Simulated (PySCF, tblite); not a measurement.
Isomers of C3H6F3NSi. Computed with GFN2-xTB (tblite): harmonic, unscaled wavenumbers at the GFN2-xTB geometry, gas phase. Errors from tens to a few hundred cm⁻¹ against measured bands are possible. Modes of hydrogen on silicon can be 10 to 20 % off. One conformer each.

Electronic energies: PBE0-D3(BJ)/def2-SVP at its own geometries (PySCF, gas phase).

```csv
SMILES,"electronic energy, lowest = 0 (kJ/mol)"
FC(F)(F)C/C=N/[SiH3],0.0
FC(F)(F)C/C=N\[SiH3],8.9
N[SiH2]CC(F)=C(F)F,49.1
```

How do GFN2-xTB zero-point energies change the relative energies?

```csv
SMILES,ZPE (kJ/mol),of it from modes above 1550 cm⁻¹,electronic (kJ/mol),"with ZPE, lowest = 0 (kJ/mol)",lowest mode (cm⁻¹),rings
FC(F)(F)C/C=N/[SiH3],222.4,104.3,0.0,0.0,38,0
FC(F)(F)C/C=N\[SiH3],223.1,104.8,8.9,9.6,19,0
N[SiH2]CC(F)=C(F)F,228.6,115.8,49.1,55.4,27,0
```

The zero-point energies span 6.2 kJ/mol, from `FC(F)(F)C/C=N/[SiH3]` to `N[SiH2]CC(F)=C(F)F`. The order is unchanged.

And how do the electronic energies of GFN2-xTB itself compare?

`FC(F)(F)C/C=N/[SiH3]` 2.3; `FC(F)(F)C/C=N\[SiH3]` 0.0; `N[SiH2]CC(F)=C(F)F` 64.9 kJ/mol, lowest = 0. Against the energies above, taken from the same isomer `FC(F)(F)C/C=N/[SiH3]`, the largest difference is 13.5 kJ/mol. The two levels were optimised apart and needn't hold the same conformer.
